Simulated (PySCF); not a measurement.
Compound: methoxybenzoquinone, C₇H₆O₃.
Numbering: `[CH3:1][O:2][C:3]1=[CH:4][C:5](=[O:6])[CH:7]=[CH:8][C:9]1=[O:10]` (hydrogens: H11, H12, H13 on C1; H14 on C4; H15 on C7; H16 on C8)

The same species was optimised twice, with GFN2-xTB and with PBE0-D3(BJ)/def2-SVP (PySCF), and the same property calculations (PySCF, gas phase) were run on both structures.

```tsv
coordinate	GFN2-xTB	PBE0-D3(BJ)/def2-SVP	change
O2–C3 (Å)	1.340	1.327	-0.013
C4–C5 (Å)	1.449	1.460	+0.011
C3–C9 (Å)	1.495	1.505	+0.010
C7=C8 (Å)	1.332	1.339	+0.007
C5–C7 (Å)	1.482	1.489	+0.007
C8–C9 (Å)	1.473	1.479	+0.006
C3=C4 (Å)	1.356	1.358	+0.002
C9=O10 (Å)	1.216	1.214	-0.002
C1–O2 (Å)	1.416	1.417	+0.001
C5=O6 (Å)	1.219	1.218	-0.001
C1–O2–C3 (°)	122.5	125.3	+2.8
C4–C5–C7 (°)	115.6	117.2	+1.6
C3–C9–C8 (°)	115.5	117.1	+1.6
O2–C3–C4 (°)	117.1	118.4	+1.3
C3–C9–O10 (°)	123.5	122.3	-1.2
C3–C4–C5 (°)	123.9	122.8	-1.1
O6–C5–C7 (°)	121.3	120.2	-1.1
C7–C8–C9 (°)	123.1	122.0	-1.1
C1–O2–C3–C4 (°)	180	179	-1
```

Rotational constants: A = 2663, B = 1045, C = 753.9 MHz (GFN2-xTB) against A = 2659, B = 1039, C = 750.8 MHz (PBE0-D3(BJ)/def2-SVP). Point groups within 0.08 Å: Cs and Cs. Atoms that the bonding makes alike are paired by their places after alignment.

On the GFN2-xTB structure: HOMO (eV) -7.42 [PBE0/pcSseg-1]; LUMO (eV) -3.61 [PBE0/pcSseg-1]; dipole (D) 2.51 [PBE0/pcSseg-1]; GIAO shielding of C1 (ppm) 125.3 [PBE0/pcSseg-1]; GIAO shielding of O2 (ppm) 212.3 [PBE0/pcSseg-1]; GIAO shielding of C3 (ppm) 24.7 [PBE0/pcSseg-1]; GIAO shielding of C4 (ppm) 67.7 [PBE0/pcSseg-1]; GIAO shielding of C5 (ppm) -5.5 [PBE0/pcSseg-1]; GIAO shielding of O6 (ppm) -421.1 [PBE0/pcSseg-1]; GIAO shielding of C7 (ppm) 44.3 [PBE0/pcSseg-1]; GIAO shielding of C8 (ppm) 47.9 [PBE0/pcSseg-1].

Q: What do these properties become on the PBE0-D3(BJ)/def2-SVP structure?

A: 
```csv
property,level,on GFN2-xTB,on PBE0-D3(BJ)/def2-SVP,change
HOMO (eV),PBE0/pcSseg-1,-7.42,-7.38,+0.04
LUMO (eV),PBE0/pcSseg-1,-3.61,-3.51,+0.10
dipole (D),PBE0/pcSseg-1,2.51,2.59,+0.08
"energy, GFN2-xTB geometry as zero (kcal/mol)",PBE0/pcSseg-1,0.0,-0.4,-0.4
GIAO shielding of C1 (ppm),PBE0/pcSseg-1,125.3,124.1,-1.2
GIAO shielding of O2 (ppm),PBE0/pcSseg-1,212.3,214.5,+2.2
GIAO shielding of C3 (ppm),PBE0/pcSseg-1,24.7,25.0,+0.3
GIAO shielding of C4 (ppm),PBE0/pcSseg-1,67.7,67.4,-0.3
GIAO shielding of C5 (ppm),PBE0/pcSseg-1,-5.5,-5.8,-0.3
GIAO shielding of O6 (ppm),PBE0/pcSseg-1,-421.1,-415.2,+5.9
GIAO shielding of C7 (ppm),PBE0/pcSseg-1,44.3,41.2,-3.1
GIAO shielding of C8 (ppm),PBE0/pcSseg-1,47.9,45.4,-2.5
```

The heavy atoms differ by 0.019 Å rms after alignment. Among bonds between heavy atoms O2–C3 changes most (-0.013 Å). Changes are differences of the printed values. Neither structure is proved a minimum here.

The values belong to the conformer `[CH3:1][O:2][C:3]1=[CH:4][C:5](=[O:6])[CH:7]=[CH:8][C:9]1=[O:10]`: C1–O2–C3–C4 179°.
